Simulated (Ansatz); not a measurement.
Program: Ansatz. Geometries: PBE0-D4/def2-TZVP. ΔE: electronic, gas phase. CBS: def2 TZ/QZ extrapolation, frozen cores. Functionals use def2-TZVPP. One conformer a species, not always the lowest.

`O[SiH](Cl)Cl` → Cl₂ + `O[SiH]`  (silylene formation by 1,1-elimination)

**Question.** Is it downhill or uphill in electronic energy at CCSD(T)/CBS, and by how much? (Estimate.)

**Answer.** Ansatz gave: Uphill: ΔE = +6.01 eV.

**Question.** What do these levels give: BHLYP-D4, ωB97X-V, revPBE, r2SCANh, r2SCAN0, CCSD(T)/def2-QZVPP? (Best estimate.)

**Answer.** The calculation gave: BHLYP-D4 6.08, ωB97X-V 6.01, revPBE 5.41, r2SCANh 6.18, r2SCAN0 6.25, CCSD(T)/def2-QZVPP 5.94 eV.

Largest T1 diagnostic among the species: 0.016.

Leaving LDA and LC-ωPBE aside and taking each functional with its dispersion term where it has one, the values, not all of them listed here, spread over 0.81 eV, from BLYP-D4 to r2SCAN0-D4. LDA lies +0.40 eV from PBE without D4. From BLYP to BHLYP (50 % exact exchange), in def2-TZVPP and without D4, ΔE moves by +0.68 eV.
